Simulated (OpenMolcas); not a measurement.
Computed levels of 3s2 3p2 in ions with 14 electrons, in cm-1 above 3P0.

```
Program             : OpenMolcas 26.06
Method              : SS-CASPT2, IPEA 0.25 Eh, imaginary shift 0.1 Eh
Basis               : ANO-R2
Scalar Hamiltonian  : X2C, finite nucleus
Spin-orbit coupling : RASSI with atomic mean-field integrals over the reference wave functions, term energies averaged over their components
```

Active space for each ion: 4 electrons in 8 orbitals (3s 3p 4s 4p); closed shells correlated by CASPT2: 2s 2p.

```csv
Level,P+,Cl3+,Ar4+
3P1,139,439,700
3P2,401,1210,1880
1D2,9210,14030,16430
1S0,21220,32350,37560
```

Task: Estimate 3P2, 1D2, 1S0 for S2+ from its neighbours P+ and Cl3+.

Result: 3P2 is fine structure, which grows about as the fourth power of a screened charge, so the fourth roots are averaged: ((401^0.25 + 1210^0.25) / 2)^4 = 724. The calculation gives 734, so the estimate is off by -1.4 %; the measured value is 833 (NIST levels in Podobedova, Kelleher and Wiese, J. Phys. Chem. Ref. Data 38, 171 (2009)).
1D2 is another term, which grows about linearly with the charge: (9210 + 14030) / 2 = 11620. The calculation gives 11610, so the estimate is off by +0.1 %; the measured value is 11323 (NIST levels in Podobedova, Kelleher and Wiese, J. Phys. Chem. Ref. Data 38, 171 (2009)).
1S0 is another term, which grows about linearly with the charge: (21220 + 32350) / 2 = 26785. The calculation gives 26960, so the estimate is off by -0.6 %; the measured value is 27161 (NIST levels in Podobedova, Kelleher and Wiese, J. Phys. Chem. Ref. Data 38, 171 (2009)).

Term energies are means over components that CASPT2 splits; among the terms shown or strongly mixed into the levels shown the widest spread is 61 cm-1 (3s2 3p2 1D, Cl3+). Over all roots computed the reference weight is 0.83 to 0.98 in P+, 0.84 to 0.98 in S2+, 0.83 to 0.98 in Cl3+, 0.84 to 0.98 in Ar4+; the roots of lowest weight are the least certain, and an intruder state may touch them. Terms from blocks run as CI alone lack orbitals of their own (holds for P+). The run also gave levels led by 3s 3p2 4s, 3s2 3p 4p, which use shells meant for correlation; these and all levels above them are left out (holds for P+). The run also gave levels led by 3s2 3p 4p, which use shells meant for correlation; these and all levels above them are left out (holds for S2+). Active for correlation alone: 4p 4s; no level in the range computed is led by a configuration that fills them, so any true level of that kind is missing (holds for Cl3+; Ar4+). Computed and measured levels are paired by configuration, term and J; levels that our copy of the source lacks, or whose pairing is in doubt (as where it misses far off the trend of its configuration), stay unpaired and out of the deviations. Only configurations of the active space appear.
